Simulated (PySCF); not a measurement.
C₇H₉ (doublet state).
Cartesian coordinates in Å at the PBE0-D3(BJ)/def2-SVP level; atoms count from 1:
```xyz
16
C7H9 angstrom
C     -0.1370    1.6042   -0.0316
C      1.1859    1.2538   -0.0809
C      1.7538   -0.0308   -0.2711
C      1.1104   -1.2938   -0.2798
C     -0.1779   -1.5969    0.0714
C     -1.2108   -0.6403    0.5740
C     -1.3080    0.6875   -0.1830
H     -0.3624    2.6697    0.0801
H      1.9060    2.0763   -0.0128
H      2.8353   -0.0498   -0.4364
H      1.7466   -2.1398   -0.5615
H     -0.4671   -2.6519    0.0299
H     -2.1954   -1.1335    0.5498
H     -1.0141   -0.4233    1.6417
H     -2.2176    1.2151    0.1452
H     -1.4629    0.4714   -1.2578
```

Method used: PBE0-D3(BJ)/def2-SVP geometry optimisation, gas phase in PySCF.

Masses are those of the commonest isotopes; rigid-rotor values at the optimised geometry. The values belong to one conformer with, in the numbering `[CH:1]1[CH:2]=[CH:3][CH:4]=[CH:5][CH2:6][CH2:7]1`, C7–C1–C2–C3 -1°, C2–C3–C4–C5 -10°, C4–C5–C6–C7 45°, C5–C6–C7–C1 -68°.

Problem. Give the principal moments of inertia and the rotational constants in MHz.

Solution. Ia = 144.81, Ib = 145.85, Ic = 274.29 u·Å²; 505379 MHz·u·Å²/I gives A = 3490, B = 3465, C = 1842 MHz.

Problem. What kind of rotor is it?

Solution. A near-oblate asymmetric top: κ = (2 × 3465 − 3490 − 1842)/(3490 − 1842) = 0.97.

Problem. Is it planar, by Δ = Ic − Ia − Ib?

Solution. Not planar: Δ = Ic − Ia − Ib = -16.37 u·Å². For a rigid frame Δ = −2 Σ m c², so Σ m c² = 8.19 u·Å² lies off the ab plane: 4.59 from hydrogen and 3.60 from heavier atoms. The atom farthest from that plane is 1.45 Å away.

Problem. Give the other two planar moments, Paa and Pbb, and the rms extents of the mass along the axes.

Solution. Paa = Σ m a² = (Ib + Ic − Ia)/2 = 137.67 and Pbb = Σ m b² = (Ia + Ic − Ib)/2 = 136.63 u·Å². With the mass M = 93.07 u, the rms extents √(P/M) along a, b and c are 1.22, 1.21, 0.30 Å.

Problem. Which lines would a microwave search look for?

Solution. The dipole components are |μa| = 0.05 D, |μb| = 0.61 D, |μc| = 0.00 D. Intensities carry the squares of the components, which stand as 0.01 : 1.00 : 0.00 (a : b : c). Some lines, for components of 0.1 D or more:

```json
{"type": "b", "branch": "Q", "J(Ka,Kc)": "1(1,0) ← 1(0,1)", "MHz": "1647", "lower level (cm⁻¹)": "0.177"}
{"type": "b", "branch": "Q", "J(Ka,Kc)": "2(2,0) ← 2(1,1)", "MHz": "1673", "lower level (cm⁻¹)": "0.640"}
{"type": "b", "branch": "Q", "J(Ka,Kc)": "3(3,0) ← 3(2,1)", "MHz": "1711", "lower level (cm⁻¹)": "1.335"}
{"type": "b", "branch": "Q", "J(Ka,Kc)": "4(4,0) ← 4(3,1)", "MHz": "1763", "lower level (cm⁻¹)": "2.261"}
{"type": "b", "branch": "Q", "J(Ka,Kc)": "5(4,1) ← 5(3,2)", "MHz": "4729", "lower level (cm⁻¹)": "3.261"}
{"type": "b", "branch": "Q", "J(Ka,Kc)": "4(3,1) ← 4(2,2)", "MHz": "4785", "lower level (cm⁻¹)": "2.102"}
{"type": "b", "branch": "Q", "J(Ka,Kc)": "3(3,1) ← 3(2,2)", "MHz": "4980", "lower level (cm⁻¹)": "1.174"}
{"type": "b", "branch": "Q", "J(Ka,Kc)": "5(5,1) ← 5(4,2)", "MHz": "5093", "lower level (cm⁻¹)": "3.262"}
{"type": "b", "branch": "Q", "J(Ka,Kc)": "5(3,2) ← 5(2,3)", "MHz": "8167", "lower level (cm⁻¹)": "2.989"}
{"type": "b", "branch": "Q", "J(Ka,Kc)": "3(1,2) ← 3(0,3)", "MHz": "8174", "lower level (cm⁻¹)": "0.901"}
{"type": "b", "branch": "Q", "J(Ka,Kc)": "3(2,2) ← 3(1,3)", "MHz": "8175", "lower level (cm⁻¹)": "0.901"}
{"type": "b", "branch": "Q", "J(Ka,Kc)": "5(4,2) ← 5(3,3)", "MHz": "8177", "lower level (cm⁻¹)": "2.989"}
{"type": "b", "branch": "R", "J(Ka,Kc)": "2(1,2) ← 1(0,1)", "MHz": "9017", "lower level (cm⁻¹)": "0.177"}
{"type": "b", "branch": "Q", "J(Ka,Kc)": "5(3,3) ← 5(2,4)", "MHz": "11444", "lower level (cm⁻¹)": "2.607"}
{"type": "b", "branch": "Q", "J(Ka,Kc)": "4(1,3) ← 4(0,4)", "MHz": "11444", "lower level (cm⁻¹)": "1.447"}
{"type": "b", "branch": "Q", "J(Ka,Kc)": "4(2,3) ← 4(1,4)", "MHz": "11444", "lower level (cm⁻¹)": "1.447"}
{"type": "b", "branch": "R", "J(Ka,Kc)": "3(0,3) ← 2(1,2)", "MHz": "12690", "lower level (cm⁻¹)": "0.478"}
{"type": "b", "branch": "R", "J(Ka,Kc)": "2(2,0) ← 1(1,1)", "MHz": "15533", "lower level (cm⁻¹)": "0.178"}
{"type": "b", "branch": "R", "J(Ka,Kc)": "4(0,4) ← 3(1,3)", "MHz": "16375", "lower level (cm⁻¹)": "0.901"}
{"type": "b", "branch": "R", "J(Ka,Kc)": "4(2,3) ← 3(1,2)", "MHz": "19645", "lower level (cm⁻¹)": "1.174"}
{"type": "b", "branch": "R", "J(Ka,Kc)": "5(0,5) ← 4(1,4)", "MHz": "20060", "lower level (cm⁻¹)": "1.447"}
{"type": "b", "branch": "R", "J(Ka,Kc)": "3(3,0) ← 2(2,1)", "MHz": "22464", "lower level (cm⁻¹)": "0.643"}
{"type": "b", "branch": "R", "J(Ka,Kc)": "4(3,2) ← 3(2,1)", "MHz": "22989", "lower level (cm⁻¹)": "1.335"}
{"type": "b", "branch": "R", "J(Ka,Kc)": "4(4,1) ← 3(3,0)", "MHz": "26308", "lower level (cm⁻¹)": "1.392"}
{"type": "b", "branch": "R", "J(Ka,Kc)": "4(4,0) ← 3(3,1)", "MHz": "29384", "lower level (cm⁻¹)": "1.340"}
{"type": "b", "branch": "R", "J(Ka,Kc)": "5(3,2) ← 4(4,1)", "MHz": "29735", "lower level (cm⁻¹)": "2.270"}
{"type": "b", "branch": "R", "J(Ka,Kc)": "4(3,1) ← 3(2,2)", "MHz": "32600", "lower level (cm⁻¹)": "1.174"}
{"type": "b", "branch": "R", "J(Ka,Kc)": "5(5,1) ← 4(4,0)", "MHz": "33324", "lower level (cm⁻¹)": "2.320"}
```

Problem. Estimate the classical rotational partition function at 10 K, 50 K and 298.15 K.

Solution. Point group C2, symmetry number σ = 2; q = (√π/σ)·√((kT/h)³/(ABC)), k/h = 20836.6 MHz/K: 565 at 10 K, 6310 at 50 K, 91900 at 298.15 K.

For this open shell read J as N, the rotation without spin; fine and hyperfine splittings come on top. No PBE0-D3(BJ)/def2-SVP frequencies stand behind this structure, so it isn't proved a minimum. ⟨S²⟩ = 0.810 (exact for a doublet: 0.75). These are rigid-rotor constants of the computed structure; measured ground-state constants (B0) also hold zero-point vibration.

On one thread of an x86-64 server, on a shared host, this took 78 s. That covers the optimisation of the geometry.
